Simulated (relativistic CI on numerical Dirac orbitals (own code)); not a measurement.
## Hyperfine structure of Pm⁴⁰⁺, mass number 147

Calculated at this level of theory: Dirac-Coulomb-Breit CI, orbitals from a KLI potential per configuration, a model potential for QED, unscaled Slater integrals (own radial code, finite nucleus).

CI space (outside the closed core [Ne]): 3s²3p⁶3d³, 3s²3p⁵3d⁴, 3s3p⁶3d⁴, 3s²3p⁶3d²4s, 3s²3p⁶3d²4p, 3s²3p⁶3d²4d, 3s²3p⁵3d³4s, 3s²3p⁶3d²4f, 3s²3p⁵3d³4p, 3s3p⁶3d³4s, 3p⁶3d⁴4p, 3p⁶3d⁵, 3p⁵3d⁶, 3p⁵3d⁵4s, 3p⁶3d⁴4s, 3p⁵3d⁴4s², 3s²3p⁶3d4s², 3s²3p⁶4s²4p, 3s²3p⁶4s²4d. Double excitations out of closed p, d and f shells are left out; levels of such configurations are missing from the list, as are those of other unlisted configurations, and high levels can miss mixing partners. These lack a partner that the ground configuration has and come out too high: 3s²3p⁵3d³4p.

Nuclear spin I = 7/2, μ = 2.58 μN, Q = 0.74 b (tables of Stone and Pyykkö). The electronic factors are computed for point nuclear moments, without core polarisation or the Bohr-Weisskopf and QED corrections.

```json
{"Level": "3s²3p⁶3d³ ⁴F3/2", "E (eV)": "0.0000", "A (MHz)": "38430", "B (MHz)": "-20200"}
{"Level": "3s²3p⁶3d³ ⁴F5/2", "E (eV)": "22.4736", "A (MHz)": "22620", "B (MHz)": "-11100"}
{"Level": "3s²3p⁶3d³ ⁴P1/2", "E (eV)": "32.4506", "A (MHz)": "-13700", "B (MHz)": ""}
{"Level": "3s²3p⁶3d³ ⁴P5/2", "E (eV)": "48.0498", "A (MHz)": "13320", "B (MHz)": "31000"}
{"Level": "3s²3p⁶3d³ ⁴F7/2", "E (eV)": "52.8960", "A (MHz)": "19740", "B (MHz)": "1490"}
{"Level": "3s²3p⁶3d³ ⁴F9/2", "E (eV)": "55.7820", "A (MHz)": "19620", "B (MHz)": "9810"}
{"Level": "3s²3p⁶3d³ ²P1/2", "E (eV)": "62.5521", "A (MHz)": "-4678", "B (MHz)": ""}
{"Level": "3s²3p⁶3d³ ²H11/2", "E (eV)": "63.8772", "A (MHz)": "21820", "B (MHz)": "50000"}
```

Levels with J = 0, under 50 % of one LS term, or S terms without an open s electron are left out. Small factors come from cancelling terms and can be off by tens of per cent or more.

At this charge energies of transitions that change n are usually good to better than 1 %, and those within a shell (Δn = 0) to a few per cent. Terms inside the open d or f shell come out 10 to 20 % too wide with unscaled integrals.

Question: Give the hyperfine levels of 3s²3p⁶3d³ ⁴F3/2 relative to its centre of gravity.

Answer: With K = F(F + 1) − I(I + 1) − J(J + 1), E = AK/2 + B[¾K(K + 1) − I(I + 1)J(J + 1)]/[2I(2I − 1)J(2J − 1)]: F = 2: -270200, F = 3: -140500, F = 4: 18990, F = 5: 196700 MHz.

LS names give the leading component of a level, which can be under half, so a name can repeat, a term be missing and a line seem to break the LS rules.
